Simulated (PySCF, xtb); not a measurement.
In(Me)(OH)2 (CH₅InO₂), SMILES [OH][In]([CH3])[OH].

xtb with GFN2-xTB at its own geometry gives an orbital gap of 3.74 eV and a dipole moment of 3.83 D.

Geometry optimised at B3LYP-D3(BJ)/def2-SVP. The def2 effective core potentials stand for the cores of In; spin–orbit coupling is left out. Other conformers were not sampled.

What does B3LYP/def2-TZVP in PySCF give? (The exact figures need the calculation; the answer reports its results.)

gap 6.28 eV (levels -7.76 and -1.48 eV), dipole 3.06 D.
